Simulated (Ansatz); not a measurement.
CH$_{4}$F$_{2}$SSi (`FC[SiH](F)S`) at its PBE0-D4/def2-TZVP geometry, where that method's forces vanish. The species carries charge 0 and has multiplicity 1.

```xyz
9

F    -0.6809    1.6668   -0.3860
C    -0.9933    0.3119   -0.4389
Si    0.5191   -0.7290   -0.0064
F     1.4806   -0.7473   -1.2823
S     1.4730    0.0801    1.6948
H    -1.3557    0.0849   -1.4472
H    -1.8065    0.1187    0.2689
H     0.1456   -2.1297    0.2907
H     1.2182    1.3435    1.3064
```

Problem. What forces (eV/Å) does ωB97M-V/def2-TZVPP give on these atoms in Ansatz 0.2.0? (An estimate is asked.)

Solution. The calculation gave: 
```
F1   0.086  0.260  0.021
C2  -0.108 -0.365 -0.028
Si3 -0.173 -0.112  0.123
F4   0.071  0.008 -0.091
S5  -0.019  0.089 -0.032
H6   0.024  0.018  0.094
H7   0.065  0.018 -0.066
H8   0.037  0.168 -0.042
H9   0.017 -0.084  0.021
```
